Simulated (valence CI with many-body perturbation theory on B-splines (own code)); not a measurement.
Er19+: M1 decay

Level of theory: valence CI with perturbative core correlation (CI+MBPT): three valence electrons over a frozen Dirac-Fock core [Kr] 4d10, a basis of 7 s, 7 p, 7 d, 7 f, 4 g, 2 h functions for each j, with the one-electron correlation potential Σ1 (screened to all orders), the two-electron term Σ2, the three-electron term Σ3, Breit, model QED; selected single and double excitations, second order for the rest, scaled by the run's own slope (own B-spline code, finite nucleus).

No measured levels were compared; by estimate terms of the open shell hold to a few per cent of their energy, and close levels can change places. The list stops below the first excitations out of the core.

Lines 1 to 50 of 120 in falling wavelength, among levels below 133.58 eV, chosen from the decays that carry over 1 % of a level's rate. Wavelengths and rates use the calculated energies, so an error of 2000 cm⁻¹ moves a line at 3129 nm by 63 % and its rate by three times that or more. Weak lines are less certain than strong ones. Lines between different terms over intervals too small for the method are left out, as are lines whose strength nearly cancels. Where a level lies close to another of its J and parity, the split of strength between their lines is uncertain.

Levels are named by their leading jj configuration (3d3/2^4 stands for four electrons in 3d with j = 3/2), which in mixed levels can hold well under half, so a name can repeat and another be missing. Letters in brackets count levels of one name in rising energy.

```
λ vac (nm)                       Upper                       Lower  Type   A (s⁻¹)  Branch %
      3370   (4f5/2^2 4f7/2) J=7/2 [b]             (4f5/2^3) J=5/2    M1  5.06e-01       1.7
      3129   (4f5/2^2 4f7/2) J=3/2 [a]   (4f5/2^2 4f7/2) J=5/2 [a]    M1  1.01e-01       1.9
      2955   (4f5/2^2 4f7/2) J=7/2 [a]   (4f5/2^2 4f7/2) J=5/2 [a]    M1  1.05e+00      18.0
      2093       (4f5/2^2 4f7/2) J=1/2   (4f5/2 4f7/2^2) J=3/2 [a]    M1  9.57e-01       1.8
      1984             (4f5/2^3) J=5/2   (4f5/2^2 4f7/2) J=7/2 [a]    M1  3.89e-01      14.8
      1913       (4f5/2 4f7/2^2) J=1/2   (4f5/2^2 4f7/2) J=3/2 [b]    M1  6.54e+00      24.9
      1659   (4f5/2^2 4f7/2) J=5/2 [a]             (4f5/2^3) J=3/2    M1  7.67e+00     100.0
      1632   (4f5/2^2 4f7/2) J=3/2 [b]   (4f5/2 4f7/2^2) J=5/2 [a]    M1  1.08e+00       5.8
      1579   (4f5/2^2 4f7/2) J=7/2 [a]       (4f5/2^2 4f7/2) J=9/2    M1  2.10e+00      36.1
      1545   (4f5/2 4f7/2^2) J=9/2 [a]   (4f5/2^2 4f7/2) J=7/2 [a]    M1  4.23e+00       7.3
      1450  (4f5/2 4f7/2^2) J=13/2 [b]  (4f5/2^2 4f7/2) J=11/2 [b]    M1  2.96e+00       5.9
      1399        (4f7/2^3) J=11/2 [a]   (4f5/2 4f7/2^2) J=9/2 [b]    M1  8.52e+00      27.8
      1285      (4f5/2^2 4f7/2) J=15/2      (4f5/2^2 4f7/2) J=13/2    M1  4.81e+00       4.4
      1249   (4f5/2^2 4f7/2) J=7/2 [b]   (4f5/2^2 4f7/2) J=7/2 [a]    M1  3.18e+00      10.5
      1197  (4f5/2 4f7/2^2) J=15/2 [a]  (4f5/2 4f7/2^2) J=13/2 [a]    M1  1.81e+01     100.0
      1187             (4f5/2^3) J=5/2   (4f5/2^2 4f7/2) J=5/2 [a]    M1  3.01e-01      11.5
      1127  (4f5/2 4f7/2^2) J=13/2 [a]  (4f5/2^2 4f7/2) J=11/2 [a]    M1  3.24e+01     100.0
      1122   (4f5/2 4f7/2^2) J=9/2 [b]      (4f5/2 4f7/2^2) J=11/2    M1  5.94e-01       1.0
      1117   (4f5/2 4f7/2^2) J=5/2 [a]   (4f5/2 4f7/2^2) J=3/2 [a]    M1  2.79e+00       3.9
      1084   (4f5/2^2 4f7/2) J=3/2 [a]             (4f5/2^3) J=3/2    M1  5.15e+00      98.1
      1068  (4f5/2^2 4f7/2) J=11/2 [a]             (4f5/2^3) J=9/2    M1  3.28e+01     100.0
      1065  (4f5/2^2 4f7/2) J=11/2 [b]        (4f7/2^3) J=11/2 [a]    M1  3.18e+00       6.0
      1065   (4f5/2 4f7/2^2) J=9/2 [b]   (4f5/2^2 4f7/2) J=7/2 [b]    M1  2.25e+01      39.0
     993.6   (4f5/2 4f7/2^2) J=7/2 [a]             (4f5/2^3) J=5/2    M1  2.06e+01      39.2
     970.9   (4f5/2^2 4f7/2) J=3/2 [b]       (4f5/2^2 4f7/2) J=1/2    M1  2.70e+00      14.4
     935.5             (4f7/2^3) J=9/2   (4f5/2 4f7/2^2) J=7/2 [a]    M1  1.67e+01      13.8
     924.5             (4f7/2^3) J=3/2   (4f5/2 4f7/2^2) J=5/2 [a]    M1  8.37e+00       4.8
     915.6   (4f5/2 4f7/2^2) J=9/2 [b]   (4f5/2 4f7/2^2) J=9/2 [a]    M1  3.15e+00       5.5
     889.6   (4f5/2 4f7/2^2) J=7/2 [b]   (4f5/2^2 4f7/2) J=5/2 [b]    M1  2.11e+01      65.9
     877.9   (4f5/2^2 4f7/2) J=7/2 [b]   (4f5/2^2 4f7/2) J=5/2 [a]    M1  1.59e+01      52.7
     780.8   (4f5/2 4f7/2^2) J=9/2 [a]       (4f5/2^2 4f7/2) J=9/2    M1  2.83e+01      48.7
     697.4   (4f5/2^2 4f7/2) J=7/2 [b]       (4f5/2^2 4f7/2) J=9/2    M1  5.50e+00      18.2
     692.0             (4f5/2^3) J=5/2             (4f5/2^3) J=3/2    M1  1.55e+00      59.0
     688.0   (4f5/2^2 4f7/2) J=5/2 [b]   (4f5/2 4f7/2^2) J=3/2 [a]    M1  1.43e+01      23.8
     674.8      (4f5/2 4f7/2^2) J=11/2       (4f5/2^2 4f7/2) J=9/2    M1  2.81e+01      34.8
     667.1             (4f7/2^3) J=3/2       (4f5/2^2 4f7/2) J=1/2    M1  2.12e+01      12.2
     663.3   (4f5/2^2 4f7/2) J=3/2 [b]   (4f5/2 4f7/2^2) J=3/2 [a]    M1  4.71e-01       2.5
     662.1   (4f5/2 4f7/2^2) J=7/2 [a]   (4f5/2^2 4f7/2) J=7/2 [a]    M1  1.48e+01      28.3
     644.0       (4f5/2 4f7/2^2) J=1/2       (4f5/2^2 4f7/2) J=1/2    M1  5.52e+00      21.0
     622.7        (4f7/2^3) J=11/2 [a]      (4f5/2 4f7/2^2) J=11/2    M1  1.17e+01      38.1
     614.2  (4f5/2 4f7/2^2) J=13/2 [b]        (4f7/2^3) J=11/2 [a]    M1  7.84e-01       1.6
     608.3   (4f5/2^2 4f7/2) J=5/2 [b]   (4f5/2 4f7/2^2) J=7/2 [a]    M1  1.07e+00       1.8
     604.8  (4f5/2^2 4f7/2) J=11/2 [b]   (4f5/2 4f7/2^2) J=9/2 [b]    M1  7.78e+00      14.7
     594.3   (4f5/2 4f7/2^2) J=7/2 [b]   (4f5/2 4f7/2^2) J=5/2 [a]    M1  3.00e+00       9.3
     581.5   (4f5/2 4f7/2^2) J=3/2 [a]   (4f5/2^2 4f7/2) J=3/2 [a]    M1  5.88e+01      49.2
     577.8             (4f7/2^3) J=9/2      (4f5/2 4f7/2^2) J=11/2    M1  1.39e+01      11.5
     574.8   (4f5/2 4f7/2^2) J=9/2 [b]   (4f5/2^2 4f7/2) J=7/2 [a]    M1  1.48e+00       2.6
     562.2             (4f7/2^3) J=9/2   (4f5/2^2 4f7/2) J=7/2 [b]    M1  7.52e+00       6.2
     557.0   (4f5/2 4f7/2^2) J=5/2 [a]   (4f5/2^2 4f7/2) J=7/2 [b]    M1  7.00e+00       9.7
     553.4        (4f7/2^3) J=11/2 [a]   (4f5/2 4f7/2^2) J=9/2 [a]    M1  6.76e-01       2.2
```
